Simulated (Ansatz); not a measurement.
A nudged elastic band was laid between two geometries of AlH3O + H4OSn (11 atoms, charge 0, multiplicity 1).

Method: Ansatz 0.2.0, RKS B3LYP/def2-SVP.

```json
{
  "movable images": "5",
  "climbing image": "yes",
  "spring": "5.0 eV/Å²",
  "optimiser": "quadratic models (default)",
  "start path": "through a guess of the saddle point",
  "force threshold": "0.05 eV/Å",
  "iteration limit": "60",
  "end points": "relaxed"
}
```

Image 0:

```xyz
11
Properties=species:S:1:pos:R:3
Sn -0.062 0.572 -0.161
O -0.172 -0.078 1.760
H -0.997 0.170 2.201
H 1.604 0.518 -0.521
H -0.672 2.185 -0.115
H -1.055 -0.419 -1.146
O 0.702 -2.435 0.899
Al 0.800 -4.111 1.164
H 1.479 -4.959 0.017
H 0.215 -4.770 2.486
H 0.360 -1.721 1.479
```

Image 6:

```xyz
11
Properties=species:S:1:pos:R:3
Sn 0.157 -0.348 -0.434
O 0.250 0.176 2.525
H -0.654 0.266 2.855
H 1.567 0.594 -0.220
H -1.335 0.443 -0.142
H 0.134 -1.077 -2.003
O 0.250 -1.936 0.816
Al 0.450 -3.634 0.793
H 0.727 -4.384 -0.577
H 0.347 -4.382 2.184
H 0.309 -0.766 2.266
```

Problem. Which bonds break or form, and what moves?

Solution. Bonds broken: Sn1–O2, O7–H11. Bonds formed: Sn1–O7, O2–H11. AlH3O + H4OSn becomes AlH5OSn + H2O.

Problem. Give the energies along the band, and the barrier.

Solution. The forces met the threshold. The highest image is number 3 of 0 to 6, 52.4 kJ/mol above the first end and 61.1 kJ/mol above the last; the last end lies 8.7 kJ/mol below the first. A vibrational analysis at the climbing image gives one clearly imaginary mode, 800i cm⁻¹: a first-order saddle point. The orbitals stay closed-shell, which can raise the energy where a bond breaks towards radicals; this wasn't checked here.

```json
{"image": "0", "path coordinate (Å)": "0.00", "energy (kJ/mol)": "0.0", "Sn1–O2 (Å)": "2.03", "O7–H11 (Å)": "0.98", "Sn1–O7 (Å)": "3.28"}
{"image": "1", "path coordinate (Å)": "0.88", "energy (kJ/mol)": "1.1", "Sn1–O2 (Å)": "2.03", "O7–H11 (Å)": "0.98", "Sn1–O7 (Å)": "3.00"}
{"image": "2", "path coordinate (Å)": "1.75", "energy (kJ/mol)": "12.8", "Sn1–O2 (Å)": "2.06", "O7–H11 (Å)": "0.99", "Sn1–O7 (Å)": "2.69"}
{"image": "3", "path coordinate (Å)": "2.63", "energy (kJ/mol)": "52.4", "Sn1–O2 (Å)": "2.22", "O7–H11 (Å)": "1.20", "Sn1–O7 (Å)": "2.28"}
{"image": "4", "path coordinate (Å)": "3.28", "energy (kJ/mol)": "14.0", "Sn1–O2 (Å)": "2.55", "O7–H11 (Å)": "1.62", "Sn1–O7 (Å)": "2.08"}
{"image": "5", "path coordinate (Å)": "3.93", "energy (kJ/mol)": "-5.8", "Sn1–O2 (Å)": "2.91", "O7–H11 (Å)": "1.81", "Sn1–O7 (Å)": "2.03"}
{"image": "6", "path coordinate (Å)": "4.59", "energy (kJ/mol)": "-8.7", "Sn1–O2 (Å)": "3.01", "O7–H11 (Å)": "1.86", "Sn1–O7 (Å)": "2.02"}
```

Problem. What is the geometry of the highest image?

Solution. 
```xyz
11
Properties=species:S:1:pos:R:3:forces:R:3
Sn 0.187 -0.084 -0.153 0.00 0.00 0.00
O 0.050 0.018 2.063 -0.02 -0.02 0.00
H -0.807 0.321 2.397 0.00 0.01 0.00
H 1.851 0.289 -0.298 0.00 0.00 0.00
H -0.839 1.320 -0.204 0.00 0.00 0.00
H -0.416 -1.069 -1.444 0.00 0.00 0.00
O 0.279 -2.025 1.041 0.01 -0.02 0.00
Al 0.523 -3.718 0.954 0.00 0.01 0.00
H 0.765 -4.374 -0.465 0.00 0.00 0.00
H 0.484 -4.550 2.300 0.00 0.00 0.00
H 0.125 -1.178 1.872 0.00 0.02 0.00
```

Problem. What are the harmonic wavenumbers there?

Solution. 800i, 66, 90, 100, 119, 295, 421, 488, 510, 537, 572, 621, 629, 694, 702, 755, 818, 830, 954, 1364, 1752, 1817, 1853, 1939, 1942, 1949, 3824 cm⁻¹.

Run time: 6.4 min on 2 threads of Arm Neoverse V1, on a shared host, peak memory 0.26 GiB.
